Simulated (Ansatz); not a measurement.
Mulliken charges of CH$_{4}$BF$_{2}$Ga, SMILES `FB[CH2][GaH][F]` from ωB97M-V/def2-TZVPP in Ansatz (PBE0-D4/def2-TZVP geometry).

| atom | x (Å) | y (Å) | z (Å) | charge (e) |
| --- | --- | --- | --- | --- |
| F1 | 1.757 | 1.351 | -0.807 | -0.236 |
| B2 | 1.370 | 0.486 | 0.127 | 0.139 |
| C3 | 0.357 | -0.616 | -0.215 | -0.330 |
| Ga4 | -1.467 | -0.003 | 0.201 | 0.506 |
| F5 | -2.439 | 0.287 | -1.236 | -0.389 |
| H6 | 1.819 | 0.656 | 1.229 | 0.032 |
| H7 | 0.488 | -1.493 | 0.426 | 0.124 |
| H8 | 0.330 | -0.890 | -1.272 | 0.140 |
| H9 | -2.214 | 0.222 | 1.546 | 0.014 |

Q: By hand: the dipole of these point charges (1 e Å = 4.8032 D).

A: Σ q r = (-0.002, -0.447, 0.797) e Å, of length 0.914 e Å = 4.39 D.

Q: How does the dipole of the full density compare? (Estimate.)

A: Computed: (0.135, -0.347, 0.427) e Å, 2.72 D; the point charges give 1.61 times that, at 17° from its direction.

Point charges leave out the atoms' own dipoles, such as those of lone pairs, and Mulliken's split depends on the basis, so the two needn't agree.
